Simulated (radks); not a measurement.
Valence configurations of the thulium ion Tm3+ (all share [Xe]). Method: non-relativistic Kohn-Sham, TPSS, spin-unpolarised, spherical densities, point nucleus; meta-GGA in the generalised Kohn-Sham scheme; relativity is left out, which matters for an element this heavy; computed with a radial shooting solver on a logarithmic mesh with Libxc functionals. Energies are relative to 4f12; eigenvalues in eV.

| valence | E (eV) | e(4f) | e(5d) | e(6p) | e(6s) |
|---|---|---|---|---|---|
| 4f12 | 0.000 | -40.432 | - | - | - |
| 4f11 5d1 | 17.875 | -48.654 | -27.606 | - | - |
| 4f10.5 5d1 6p0.5 | 34.504 | -55.484 | -30.340 | -19.315 | - |
| 4f8.5 5d3 6p0.5 | 99.318 | -74.302 | -34.270 | -20.260 | - |
| 4f7.5 5d3 6p1.5 | 159.92 | -89.872 | -40.066 | -22.627 | - |
| 4f8.5 5d2 6p1.5 | 114.25 | -79.641 | -38.032 | -22.248 | - |
| 4f11.5 6s0.5 | 10.297 | -46.385 | - | - | -23.328 |
| 4f7.5 5d2 6s1 6p1.5 | 172.17 | -94.470 | -43.114 | -24.061 | -30.194 |
| 4f8 5d2 6s0.5 6p1.5 | 141.64 | -86.961 | -40.555 | -23.180 | -29.076 |
| 4f7.5 5d2 6p2.5 | 178.30 | -95.361 | -43.838 | -24.488 | - |

NIST lists [Xe] 4f12 as the ground configuration; this level of theory agrees among the configurations tried. The energies are those of spherical spin-averaged densities, not of single terms. Relativity is left out, which favours d and f over s occupation in heavy atoms.
